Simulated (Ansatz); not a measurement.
`C[O][Ge]([F])([SH])[Cl]` and `C[O][Ge]([F])([Cl])[SeH]` differ in one atom or group.

Ansatz, PBE0-D4/def2-TZVP geometries, multiplicity 1. Each molecule was computed in one conformer, which needn't be the lowest.

Scalar relativity is left out up to krypton.

```tsv
property	`C[O][Ge]([F])([SH])[Cl]`
HOMO–LUMO gap (PBE/def2-TZVPP) / eV	4.89
LUMO energy (PBE0/def2-TZVPP) / eV	-1.05
size of the dipole moment (B3LYP/def2-TZVPP) / D	1.69
LUMO energy (PBE/def2-TZVPP) / eV	-2.08
HOMO energy (PBE/def2-TZVPP) / eV	-6.98
HOMO energy (ωB97M-V/def2-TZVPP) / eV	-10.56
```

(1) What does the change do to each property? (Estimate.)

Results:

(1) The calculation gave: 
| property | `C[O][Ge]([F])([Cl])[SeH]` | shift |
| --- | --- | --- |
| HOMO–LUMO gap (PBE/def2-TZVPP) / eV | 4.35 | -0.54 |
| LUMO energy (PBE0/def2-TZVPP) / eV | -1.31 | -0.26 |
| size of the dipole moment (B3LYP/def2-TZVPP) / D | 1.52 | -0.17 |
| LUMO energy (PBE/def2-TZVPP) / eV | -2.27 | -0.19 |
| HOMO energy (PBE/def2-TZVPP) / eV | -6.63 | 0.35 |
| HOMO energy (ωB97M-V/def2-TZVPP) / eV | -10.05 | 0.51 |

With PBE0 the HOMO rises by 0.47 eV and the LUMO falls by 0.26 eV, so the gap narrows by about 0.73 eV. PBE moves the HOMO by 0.35 eV and ωB97M-V by 0.51 eV. Dipoles are sizes alone; their direction can turn.

B3LYP here is the variant with VWN-RPA as its local correlation; programs differ in this.

Spin–orbit coupling is left out; it splits and shifts lone-pair levels of the heavy atoms by tenths of an eV.
